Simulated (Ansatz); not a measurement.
`[SiH3][GeH3]` and `Cl[SiH2][GeH3]` differ in one atom or group.

Ansatz, PBE0-D4/def2-TZVP geometries, multiplicity 1. 

Scalar relativity is left out up to krypton.

```csv
property,`[SiH3][GeH3]`
LUMO energy (ωB97M-V/def2-TZVPP) / eV,1.94
HOMO energy (ωB97M-V/def2-TZVPP) / eV,-10.34
size of the dipole moment (ωB97M-V/def2-TZVPP) / D,0.12
size of the dipole moment (PBE/def2-TZVPP) / D,0.08
"ideal-gas entropy at 298 K and 1 bar (rigid rotor, harmonic PBE0-D4/def2-TZVP) / J/(mol·K)",293
LUMO energy (PBE0/def2-TZVPP) / eV,0.36
```

(1) Give the same properties after the change, and the shifts. (Estimate.)

## Answers

(1) Ansatz gave: 
```tsv
property	`Cl[SiH2][GeH3]`	shift
LUMO energy (ωB97M-V/def2-TZVPP) / eV	1.39	-0.55
HOMO energy (ωB97M-V/def2-TZVPP) / eV	-10.19	0.15
size of the dipole moment (ωB97M-V/def2-TZVPP) / D	1.25	1.13
size of the dipole moment (PBE/def2-TZVPP) / D	1.17	1.09
ideal-gas entropy at 298 K and 1 bar (rigid rotor, harmonic PBE0-D4/def2-TZVP) / J/(mol·K)	336	43
LUMO energy (PBE0/def2-TZVPP) / eV	-0.44	-0.80
```

With PBE0 the HOMO rises by 0.15 eV and the LUMO falls by 0.80 eV, so the gap narrows by about 0.95 eV. PBE moves the HOMO by 0.21 eV and ωB97M-V by 0.15 eV. Dipoles are sizes alone; their direction can turn.
